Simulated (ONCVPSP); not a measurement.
# cerium (Ce), ONCV: configuration errors across variants

```
Element                 : cerium
Generator               : ONCVPSP 4.0.1
Type                    : optimised norm-conserving Vanderbilt (ONCV)
Functional              : PBE
Relativity              : scalar-relativistic
Frozen core             : [Kr] 4d10 5s2
Valence charge          : 10
Reference configuration : 4f1 5p6 5d2 6s1
Partial waves           : 6s: rc 3.20 bohr, ncon 5, nbas 10, qcut 2.2 1/bohr, 2 projectors, debl 4 Ha; 5p: rc 2.95 bohr, ncon 3, nbas 7, qcut 4.2 1/bohr, 2 projectors, debl 3.3 Ha; 5d: rc 4.00 bohr, ncon 3, nbas 8, qcut 4 1/bohr, 2 projectors, debl 1.3 Ha; 4f: rc 0.95 bohr, ncon 4, nbas 8, qcut 21.6 1/bohr, 2 projectors, debl 2.3 Ha
Local potential         : polynomial inside 0.90 bohr (lpopt 3, dvloc0 2 Ha)
Core correction         : Teter function fitted to the true core (icmod 2), fcfact 0.5
```

All-electron excitation energies from the reference (eV): (1) 4f1 5p6 5d1 6s2 -0.893; (2) 4f1 5p6 5d1 6s1 5.177; (3) 4f1 5p6 5d1 6s0 16.258; (4) 4f0 5p6 5d1 6s2 11.539.

3 further variants failed, have other tests or another functional or relativity, and are left out.

A true bound ghost makes a file unfit for plane-wave use even where its test errors are small: the radial tests pick states by their node count and pass the ghost by.

Errors AE − PS in meV (a dash: test not solved or not reliable):

```json
{"change": "base", "(1)": "+5.0", "(2)": "+20", "(3)": "+34", "(4)": "-405", "bound ghosts": "s", "GHOST(+) flags above zero": "p, d"}
{"change": "d: qcut 3.4", "(1)": "+20", "(2)": "+33", "(3)": "+47", "(4)": "-359", "bound ghosts": "s", "GHOST(+) flags above zero": "p, d"}
{"change": "d: qcut 3.3", "(1)": "+23", "(2)": "+36", "(3)": "+50", "(4)": "-348", "bound ghosts": "s", "GHOST(+) flags above zero": "p, d"}
```

Question: Give the same row for: f: rc 1.02.

Answer: +5.0, +20, +34, -395; bound ghosts: s; GHOST(+) flags above zero: p, d.
